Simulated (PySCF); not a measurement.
A series of related molecules.

All values: PBE0/pcSseg-1 (PySCF) at GFN2-xTB geometries, gas phase, one conformer each.

(1) Rank by the lowest Hirshfeld charge on any atom, highest value first.
A. `C=N/C=C1\C=CC1=C`
B. `N#CC/C=C1/C=CC1=C`
C. `C=C1C=C/C1=C\C(Cl)(Cl)Cl`
D. `C1=CC(=C)/C1=C\OC(C)=O`

(2) Rank by dipole moment, highest first.
A. `C=C1C=C/C1=C\C(Cl)(Cl)Cl`
B. `[CH2:1]=[N:2]/[CH:3]=[C:4]1\[CH:5]=[CH:6][C:7]1=[CH2:8]` with C1–N2–C3–C4 180°
C. `[CH2:1]=[C:2]1[CH:3]=[CH:4]/[C:5]1=[CH:6]/[CH2:7][C:8]#[N:9]` with C5–C6–C7–C8 114°
D. `[CH2:1]=[C:2]1[CH:3]=[CH:4]/[C:5]1=[CH:6]/[O:7][C:8]([CH3:9])=[O:10]` with C5–C6–O7–C8 180°, C6–O7–C8–C9 180°

(3) Rank by the highest IAO charge on any atom, highest value first.
A. `C=C1C=C/C1=C/CC#N`
B. `C=C1C=C/C1=C/OC(C)=O`
C. `C=N/C=C1\C=CC1=C`

Answers

(1) C (-0.106 e), A (-0.144 e), B (-0.233 e), D (-0.253 e).

(2) C (4.38 D), A (2.84 D), D (1.75 D), B (0.69 D).

(3) B (+0.531 e), A (+0.186 e), C (+0.170 e).

All values together:

```json
{"SMILES": "C=C1C=C/C1=C/CC#N", "formula": "C8H7N", "μ (D)": "4.38", "HOMO (eV)": "-7.08", "LUMO (eV)": "-1.28", "lowest IAO charge (e)": "-0.341 (C)", "highest IAO charge (e)": "+0.186 (H)", "lowest Hirshfeld charge (e)": "-0.233 (N)", "highest Hirshfeld charge (e)": "+0.083 (C)"}
{"SMILES": "C=N/C=C1\\C=CC1=C", "formula": "C7H7N", "μ (D)": "0.69", "HOMO (eV)": "-6.56", "LUMO (eV)": "-1.47", "lowest IAO charge (e)": "-0.348 (C)", "highest IAO charge (e)": "+0.170 (H)", "lowest Hirshfeld charge (e)": "-0.144 (N)", "highest Hirshfeld charge (e)": "+0.064 (H)"}
{"SMILES": "C=C1C=C/C1=C/OC(C)=O", "formula": "C8H8O2", "μ (D)": "1.75", "HOMO (eV)": "-6.58", "LUMO (eV)": "-1.05", "lowest IAO charge (e)": "-0.475 (C)", "highest IAO charge (e)": "+0.531 (C)", "lowest Hirshfeld charge (e)": "-0.253 (O)", "highest Hirshfeld charge (e)": "+0.223 (C)"}
{"SMILES": "C=C1C=C/C1=C\\C(Cl)(Cl)Cl", "formula": "C7H5Cl3", "μ (D)": "2.84", "HOMO (eV)": "-7.26", "LUMO (eV)": "-1.84", "lowest IAO charge (e)": "-0.340 (C)", "highest IAO charge (e)": "+0.176 (H)", "lowest Hirshfeld charge (e)": "-0.106 (C)", "highest Hirshfeld charge (e)": "+0.100 (C)"}
```

Conformers: `[CH2:1]=[C:2]1[CH:3]=[CH:4]/[C:5]1=[CH:6]/[CH2:7][C:8]#[N:9]` with C5–C6–C7–C8 114°; `[CH2:1]=[N:2]/[CH:3]=[C:4]1\[CH:5]=[CH:6][C:7]1=[CH2:8]` with C1–N2–C3–C4 180°; `[CH2:1]=[C:2]1[CH:3]=[CH:4]/[C:5]1=[CH:6]/[O:7][C:8]([CH3:9])=[O:10]` with C5–C6–O7–C8 180°, C6–O7–C8–C9 180°.
